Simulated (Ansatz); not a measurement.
Molecule: disulfane, H$_{2}$S$_{2}$ (charge 0, singlet). 
Coordinates optimised at B3LYP-D3(BJ)/def2-TZVP (Ansatz, a first-principles code):
```
S
H 1 1.3476
S 1 2.0719 2 98.52
H 3 1.3476 1 98.52 2 -90.39
```
Charge 0, spin multiplicity 1.

Basis-set convergence of Hartree-Fock and CCSD correlation energies (hartree) with Ansatz. Cores are frozen in the correlated levels unless marked. Spin-orbit coupling is left out. No relativistic terms.

```tsv
basis	functions	E(HF)	E(corr, CCSD)
aug-cc-pV(D+d)Z	82	-796.23834	-0.32742
aug-cc-pV(T+d)Z	156	[?]	[?]
```

What belongs in the gaps?


- aug-cc-pV(T+d)Z, E(HF): -796.26633
- aug-cc-pV(T+d)Z, E(corr, CCSD): -0.40180
